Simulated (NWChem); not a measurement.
## Total energies of silicon monosulfide (SSi)

```xyz
2

Si     0.0000     0.0000     1.0345
S      0.0000     0.0000    -0.9052
```
Charge 0, spin multiplicity 1.

All runs are NWChem calculations. The geometry was optimised at PBE0/def2-SVP, a minimum by its harmonic frequencies.

Basis set: cc-pVQZ (118 functions).

```
method   total energy (Ha)  relative cost
-------  -----------------  -------------
RHF             -686.51311              1
MP2             -686.79432              3
B2PLYP          -687.49532              4
PBE             -687.41395        under 3
B3LYP           -687.76656        under 3
PBE0            -687.46656        under 3
CCSD(T)         -686.83223             90
```

Total energies of different functionals aren't comparable as a measure of quality: only differences taken within one method are. Relative cost: rough, from shared machines, SCF included, RHF = 1.

The correlated methods keep 10 core orbitals frozen. B3LYP has NWChem's definition, with VWN1-RPA local correlation. No row is a measurement; the coupled-cluster row has its own basis-set and correlation limits.
